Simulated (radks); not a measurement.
Q: The barium ion Ba4+, configuration [Kr] 4d9.75 5s2 5p4 4f0.25 (fractional occupations, a model configuration). All-electron calculation, scalar-relativistic Kohn-Sham, r2SCAN, spin-polarised, spherical densities, finite nucleus; open shells are filled with parallel spins first (spin-orbit coupling, left out, can overturn this in heavy ions); meta-GGA in the generalised Kohn-Sham scheme; Fermi nuclear charge, rms radius 4.8378 fm. Program: a radial shooting solver on a logarithmic mesh with Libxc functionals. Some entries of the table are withheld. Estimate them.

| orbital | occ. | eigenvalue (eV) | <r^2> (bohr^2) | <1/r> (bohr^-1) |
|---|---|---|---|---|
| 1s up | 1 | -37363.14 | 0.0008888 | 60.69 |
| 1s down | 1 | -37362.94 | 0.0008888 | 60.69 |
| 2s up | 1 | -5959.736 | 0.01420 | 13.97 |
| 2s down | 1 | -5959.547 | 0.01420 | 13.97 |
| 2p up | 3 | -5345.477 | 0.01130 | 13.27 |
| 2p down | 3 | -5345.229 | 0.01130 | 13.27 |
| 3s up | 1 | -1297.864 | 0.09701 | 5.060 |
| 3s down | 1 | -1297.674 | 0.09699 | 5.060 |
| 3p up | 3 | -1099.753 | 0.09718 | 4.793 |
| 3p down | 3 | -1099.506 | 0.09716 | 4.793 |
| 3d up | 5 | -812.4033 | 0.08382 | 4.536 |
| 3d down | 5 | -812.0966 | 0.08380 | 4.536 |
| 4s up | 1 | -290.2794 | 0.5113 | 2.081 |
| 4s down | 1 | -289.3638 | 0.5116 | 2.079 |
| 4p up | 3 | -225.8868 | 0.5798 | 1.919 |
| 4p down | 3 | -224.9884 | 0.5794 | 1.919 |
| 4d up | 5 | -132.0340 | 0.7371 | 1.659 |
| 4d down | 4.75 | -131.0406 | 0.7322 | 1.662 |
| 5s up | 1 | -72.5193 | 2.783 | 0.8331 |
| 5s down | 1 | -69.6679 | 2.794 | 0.8347 |
| 5p up | 3 | -55.7056 | 3.494 | 0.7360 |
| 5p down | 1 | -52.9272 | 3.544 | 0.7323 |
| 4f up | 0.25 | (1) | (2) | 1.098 |
| 4f down | 0 | (3) | (4) | 1.117 |

A: 
(1) 4f up eigenvalue (eV): -36.0015
(2) 4f up <r^2> (bohr^2): 1.772
(3) 4f down eigenvalue (eV): -34.3863
(4) 4f down <r^2> (bohr^2): 1.710
